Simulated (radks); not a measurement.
The numbers below are computed, except where a source is named.
Problem. Ge IV, 29 electrons, occupied as [Ar] 3d10 4s1. Code: a radial shooting solver on a logarithmic mesh with Libxc functionals. Model: scalar-relativistic Kohn-Sham, exchange-only B88, spin-unpolarised, spherical densities, finite nucleus; Fermi nuclear charge, rms radius 4.0742 fm. Some entries of the table are withheld. Estimate them.

| orbital | occ. | eigenvalue (eV) | <r> (bohr) | <r^2> (bohr^2) |
|---|---|---|---|---|
| 1s | 2 | -10997.36 | 0.04700 | 0.002973 |
| 2s | 2 | -1404.857 | 0.2100 | (1) |
| 2p | 6 | (2) | 0.1837 | (3) |
| 3s | 2 | -200.9801 | 0.6242 | 0.4494 |
| 3p | 6 | (4) | 0.6466 | 0.4920 |
| 3d | 10 | -61.7933 | 0.7263 | 0.6699 |
| 4s | 1 | (5) | 1.855 | 3.897 |

Solution. 
(1) 2s <r^2> (bohr^2): 0.05204
(2) 2p eigenvalue (eV): -1232.093
(3) 2p <r^2> (bohr^2): 0.04134
(4) 3p eigenvalue (eV): -148.1949
(5) 4s eigenvalue (eV): -39.7140
